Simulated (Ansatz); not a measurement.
Input file for Ansatz (a program for electronic structure): U-CCSD(T)/def2-TZVPP on WCl, 2S+1 = 6, a spin state set in the input, which need not be the lowest, a point of a bond scan (R = 2.274 Å). Elements past Kr take the def2 small-core potentials; no spin–orbit coupling.

Ansatz 0.2 input:
```yaml
crystal:
  periodic: [false, false, false]
  atoms:
    - {symbol: W, position_ang: [0.00000000, 0.00000000, 0.00000000]}
    - {symbol: Cl, position_ang: [0.00000000, 0.00000000, 2.27420900]}
basis:
  gaussian:
    orbitals: def2-TZVPP
magnetization: {spin_polarized: true, initial_magnetization: 5}
correlation: {method: ccsd_t, electrons: valence}
output: {orbitals: {seedname: ./end}}
```

It printed:

```
WARN ansatz: RAYON_NUM_THREADS=1 ignored (pool sized by the plan → 1); use --threads N
Functional definition: HF
integrals: 0.16 GiB planned
620 factors; integrals over basis functions are off by at most 9.5e-4 eV
mean field: 0.27 GiB planned
mean field evaluation 1: about -14309.5287 eV, gradient 1.1e1 eV
mean field evaluation 2: about -14309.7309 eV, gradient 1.1e1 eV
mean field evaluation 4: about -14311.4316 eV, gradient 2.5e0 eV
mean field evaluation 8: about -14311.5686 eV, gradient 4.5e-1 eV
mean field evaluation 16: about -14311.5756 eV, gradient 1.9e-5 eV
mean field evaluation 32: about -14311.5680 eV, gradient 5.5e-1 eV
mean field evaluation 64: about -14311.3988 eV, gradient 1.8e0 eV
mean field evaluation 96: about -14306.9738 eV, gradient 1.3e1 eV
mean field evaluation 128: about -14309.0811 eV, gradient 3.1e0 eV
mean field evaluation 160: about -14307.8666 eV, gradient 1.0e-2 eV
mean field evaluation 192: about -14310.7274 eV, gradient 1.4e-2 eV
mean field evaluation 224: about -14310.0820 eV, gradient 1.7e-2 eV
mean field evaluation 256: about -14309.2352 eV, gradient 8.1e-1 eV
mean field evaluation 288: about -14308.1363 eV, gradient 1.0e0 eV
mean field evaluation 320: about -14308.1101 eV, gradient 2.1e-3 eV
mean field evaluation 352: about -14307.8645 eV, gradient 1.1e-1 eV
mean field evaluation 384: about -14307.2945 eV, gradient 8.7e0 eV
mean field evaluation 416: about -14308.2128 eV, gradient 3.8e0 eV
mean field evaluation 448: about -14311.5756 eV, gradient 3.8e-3 eV
mean field evaluation 480: about -14310.0818 eV, gradient 7.5e-2 eV
mean field evaluation 512: about -14307.1682 eV, gradient 1.1e1 eV
mean field evaluation 544: about -14307.8135 eV, gradient 9.1e0 eV
mean field -14311.57555545 eV, -525.9407009283 hartree, gradient 1.7e-6 eV, S^2 8.766107; 12 other end points of the search recorded, 0 dependent functions left out
determinant -14311.57555545 eV, -525.9407009283 hartree, with singles and doubles -14325.69217240 eV, -526.4594770328 hartree
determinant -14310.72740785 eV, -525.9095320792 hartree, with singles and doubles -14324.69049490 eV, -526.4226660635 hartree
determinant -14310.08203479 eV, -525.8858150564 hartree, with singles and doubles -14323.99068587 eV, -526.3969485561 hartree
determinant -14309.23698652 eV, -525.8547601056 hartree, with singles and doubles -14323.23582668 eV, -526.3692079927 hartree
determinant -14308.11009933 eV, -525.8133477651 hartree, with singles and doubles -14321.98468865 eV, -526.3232295179 hartree
5 core orbitals not correlated
reference -14311.57555545 eV, -525.9407009283 hartree; 13, 8 occupied and 80, 85 virtual orbitals, 620 factors
second order -13.75884914 eV of doubles, -0.00000000 eV of singles
coupled cluster: 0.53 GiB planned
cycle   1  -14.11813263 eV  change   -1.5e-3 eV  update   1.8e-3
cycle   2  -14.11829314 eV  change   -1.6e-4 eV  update   1.4e-3
cycle   3  -14.11849148 eV  change   -2.0e-4 eV  update   8.3e-4
cycle   4  -14.11852199 eV  change   -3.1e-5 eV  update   2.8e-4
cycle   5  -14.11880413 eV  change   -2.8e-4 eV  update   1.0e-4
cycle   6  -14.11888395 eV  change   -8.0e-5 eV  update   4.7e-5
cycle   7  -14.11885798 eV  change    2.6e-5 eV  update   2.0e-5
cycle   8  -14.11882979 eV  change    2.8e-5 eV  update   8.6e-6
cycle   9  -14.11882993 eV  change   -1.4e-7 eV  update   3.3e-6
perturbative correction -0.53972243 eV, -0.0198344336 hartree
Total energy: -14326.23410781 eV, -526.4793927916 hartree
```

The calculation finished and met its thresholds.

Cost: roughly 60 core-seconds.
